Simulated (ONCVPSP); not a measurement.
**N (Z = 7): variants of one ONCV potential**

Base potential:

* Element: nitrogen
* Generator: ONCVPSP 4.0.1
* Type: optimised norm-conserving Vanderbilt (ONCV)
* Functional: PBE
* Relativity: scalar-relativistic
* Frozen core: [He]
* Valence charge: 5
* Reference configuration: 2s2 2p3
* Partial waves: 2s: rc 0.80 bohr, ncon 3, nbas 8, qcut 9.2 1/bohr, local; 2p: rc 1.85 bohr, ncon 3, nbas 8, qcut 7.9 1/bohr, 2 projectors, debl 1.2 Ha
* Local potential: the s channel
* Core correction: Teter function, parameters optimised by the program

All-electron outer shells of the reference configuration (PBE, scalar-relativistic, ld1.x):

```json
{"shell": "1s", "level (eV)": "-384.72", "outermost node (bohr)": "–", "outermost maximum (bohr)": "0.15"}
{"shell": "2s", "level (eV)": "-18.58", "outermost node (bohr)": "0.32", "outermost maximum (bohr)": "1.02"}
{"shell": "2p", "level (eV)": "-7.09", "outermost node (bohr)": "–", "outermost maximum (bohr)": "0.98"}
```

Cutoffs, loose and tight: the cutoffs (Ha) at which the residual kinetic energy of the hardest occupied pseudo-wave falls to 1 and 0.1 mHa per electron. They do not see the model core or the augmentation charge, which bear on the density cutoff. Test errors are all-electron minus pseudo excitation energies from the reference, over the configurations 2s2 2p2; 2s2 2p1; 2s2 2p0; 2s1 2p0. A dash means not determined; rows that change the core or the reference have their own tests. The largest error is taken over the tests solved by every variant that gives reliable tests at all: 2s2 2p0; 2s2 2p1; 2s2 2p2.

```tsv
change	outcome	cutoff, loose	cutoff, tight	bound ghosts	GHOST(+) flags above zero	largest test error (meV)
base	generated	31 Ha	39 Ha	none	none	+1230
s: qcut 11; p: qcut 9.4	generated	33 Ha	41 Ha	none	none	+827
s: ncon 4, nbas 9	generated	31 Ha	39 Ha	none	none	+1235
s: nbas 7	generated	31 Ha	39 Ha	none	none	+1230
s: qcut 12.9	generated	31 Ha	39 Ha	none	none	+1233
```

Task: What comes out with this change to the base: s: qcut 12.4?

Result: outcome: generated; cutoff, loose: 32 Ha; cutoff, tight: 40 Ha; bound ghosts: none; GHOST(+) flags above zero: none; largest test error (meV): +1233.

Task: What comes out with this change to the base: s: rc 0.96?

Result: outcome: generated; cutoff, loose: 30 Ha; cutoff, tight: 37 Ha; bound ghosts: none; GHOST(+) flags above zero: none; largest test error (meV): +1244.
